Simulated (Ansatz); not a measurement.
Total energies of BCl2H2InO, SMILES `[OH][InH][B](Cl)Cl`.

```csv
atom,x (Å),y (Å),z (Å)
O1,-0.366,-0.304,-2.166
In2,-0.748,0.539,-0.398
B3,0.579,-0.130,1.305
Cl4,0.172,-1.526,2.272
Cl5,2.056,0.720,1.685
H6,0.357,-0.934,-2.148
H7,-2.050,1.635,-0.550
```

The species carries charge 0 and has multiplicity 1. Correlated methods include outer-core shells of In, which these sets cover unevenly. In: def2 effective core potential. Geometry: relaxed with PBE0-D4/def2-TZVP. It is one conformer, not always the lowest. Basis def2-TZVPP, the Gaussian-basis code of Ansatz.

RPA on PBE orbitals: Hartree–Fock energy of these orbitals -1208.98791 Eh, correlation -1.56296 Eh (frozen core).

```json
{"functional": "PBE", "energy without D4 (Eh)": "-1211.46870", "D4 term (kJ/mol)": "-18.8"}
{"functional": "revPBE", "energy without D4 (Eh)": "-1211.81175", "D4 term (kJ/mol)": "-45.4"}
{"functional": "BLYP", "energy without D4 (Eh)": "-1211.88696", "D4 term (kJ/mol)": "-39.8"}
{"functional": "r2SCAN", "energy without D4 (Eh)": "-1211.91942", "D4 term (kJ/mol)": "-4.3"}
{"functional": "B3LYP", "energy without D4 (Eh)": "-1212.05910", "D4 term (kJ/mol)": "-30.9"}
{"functional": "HSE06 (plane-wave form)", "energy without D4 (Eh)": "-1211.52018", "D4 term (kJ/mol)": "-15.4"}
{"functional": "CAM-B3LYP", "energy without D4 (Eh)": "-1211.92325", "D4 term (kJ/mol)": "-17.0"}
{"functional": "LC-ωPBE", "energy without D4 (Eh)": "-1211.67064", "D4 term (kJ/mol)": "–"}
{"functional": "ωB97M-V", "energy without D4 (Eh)": "-1211.83161", "D4 term (kJ/mol)": "–"}
{"functional": "PBE-QIDH", "energy without D4 (Eh)": "-1211.15650", "D4 term (kJ/mol)": "–"}
```

Task: Give the same for LDA (SPW92), B97M-V, PBE0, r2SCANh, r2SCAN0, BHLYP, ωB97X-V, B2PLYP. (Best estimate.)

Result: Computed: 
```json
{"functional": "LDA (SPW92)", "energy without D4 (Eh)": "-1207.85261", "D4 term (kJ/mol)": "–"}
{"functional": "B97M-V", "energy without D4 (Eh)": "-1211.71360", "D4 term (kJ/mol)": "–"}
{"functional": "PBE0", "energy without D4 (Eh)": "-1211.54194", "D4 term (kJ/mol)": "-16.2"}
{"functional": "r2SCANh", "energy without D4 (Eh)": "-1211.89599", "D4 term (kJ/mol)": "-4.8"}
{"functional": "r2SCAN0", "energy without D4 (Eh)": "-1211.86252", "D4 term (kJ/mol)": "-5.4"}
{"functional": "BHLYP", "energy without D4 (Eh)": "-1211.82595", "D4 term (kJ/mol)": "-28.3"}
{"functional": "ωB97X-V", "energy without D4 (Eh)": "-1211.77118", "D4 term (kJ/mol)": "–"}
{"functional": "B2PLYP", "energy without D4 (Eh)": "-1211.41415", "D4 term (kJ/mol)": "–"}
```

B3LYP takes the VWN-RPA correlation (the form of Gaussian; ORCA's B3LYP/G). HSE06 is the plane-wave form, built on full-range PBE exchange. The double hybrids freeze the cores in their second-order part.

LC-ωPBE has ω = 0.4 bohr⁻¹.
